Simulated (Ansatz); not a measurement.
One change: `N=C([SiH3])O[SiH3]` becomes `N=[C]([AlH2])[SiH3]`.

Ansatz, PBE0-D4/def2-TZVP geometries, multiplicity 1. Each molecule was computed in one conformer, which needn't be the lowest.

| property | `N=C([SiH3])O[SiH3]` |
| --- | --- |
| HOMO energy (PBE/def2-TZVPP) / eV | -6.55 |
| HOMO–LUMO gap (B3LYP/def2-TZVPP) / eV | 6.89 |
| size of the dipole moment (PBE/def2-TZVPP) / D | 1.32 |
| LUMO energy (B3LYP/def2-TZVPP) / eV | -0.83 |
| LUMO energy (PBE/def2-TZVPP) / eV | -1.64 |
| HOMO energy (PBE0/def2-TZVPP) / eV | -7.95 |

Q: Give the same properties after the change, and the shifts. (Estimate.)

A: The calculation gave: 
```
                                      property  `N=[C]([AlH2])[SiH3]`  shift
             HOMO energy (PBE/def2-TZVPP) / eV                  -5.28   1.27
         HOMO–LUMO gap (B3LYP/def2-TZVPP) / eV                   3.82  -3.07
size of the dipole moment (PBE/def2-TZVPP) / D                   1.39   0.07
           LUMO energy (B3LYP/def2-TZVPP) / eV                  -2.52  -1.69
             LUMO energy (PBE/def2-TZVPP) / eV                  -3.19  -1.55
            HOMO energy (PBE0/def2-TZVPP) / eV                  -6.53   1.42
```

With PBE0 the HOMO rises by 1.42 eV and the LUMO falls by 1.70 eV, so the gap narrows by about 3.12 eV. PBE moves the HOMO by 1.27 eV and ωB97M-V by 1.52 eV. Dipoles are sizes alone; their direction can turn.

B3LYP here is the variant with VWN-RPA as its local correlation; programs differ in this.
